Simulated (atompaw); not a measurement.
**S: one change to a PAW (atompaw) potential, before and after**

```
Element                 : S (Z = 16)
Generator               : atompaw 4.2.0.5
Type                    : PAW
Functional              : LDA (PW92)
Relativity              : scalar-relativistic
Frozen core             : [Ne]
Valence charge          : 6
Reference configuration : 3s2 3p2.5 (charge +1.5)
Partial waves           : 3s (bound): rc 1.55 bohr; 3s channel at -2.1 Ry: rc 1.55 bohr; 3p (bound): rc 1.45 bohr; 3p channel at 1.75 Ry: rc 1.55 bohr
Local potential         : troulliermartins scheme with l = 2 at 0.5 Ry, radius 1.35 bohr
Core correction         : smooth core density matched at 1.25 bohr
Augmentation charge     : besselshape compensation charge, radius 1.40 bohr; PAW radius 1.55 bohr; waves and projectors: custom rrkj gramschmidtortho
```

All-electron outer shells of the reference configuration (LDA (PW92), scalar-relativistic, ld1.x):

```csv
shell,level (eV),outermost node (bohr),outermost maximum (bohr)
3s,-33.36,0.60,1.37
3p,-22.32,0.58,1.51
```

Change: all radii scaled by about 1.29 (s 2.00, p 1.88 bohr); local potential troulliermartins scheme with l = 2 at 0.5 Ry, radius 1.76 bohr; augmentation besselshape compensation charge, radius 1.82 bohr; PAW radius 2.00 bohr; waves and projectors: custom rrkj gramschmidtortho; core correction smooth core density matched at 1.62 bohr.

Cutoffs: the cutoffs (Ry, on a coarse ladder) from which the occupation-weighted sum of valence levels, in a spherical-Bessel basis at the reference potential, stays within 10 and 1 mRy of its value at 400 Ry; they do not see the model core or the augmentation charge, which bear on the density cutoff.

Task: What does the change do?

Result: The potential gets softer (15 Ry and 35 Ry → 15 Ry and 21 Ry); neither file shows a bound ghost. A larger radius leaves more room for a smooth pseudo-wave, so fewer plane waves are needed.

```tsv
quantity	base	changed
cutoff, loose	15 Ry	15 Ry
cutoff, tight	35 Ry	21 Ry
loose cutoff by channel (10 mRy a level)	s 6 Ry, p 12 Ry	s 8 Ry, p 15 Ry
bound ghosts	none	none
lowest overlap eigenvalue by channel	s 0.36, p 0.55	s 0.35, p 0.30
```

 The cutoffs see the waves, projectors and local potential, not the compensation charge or the core.
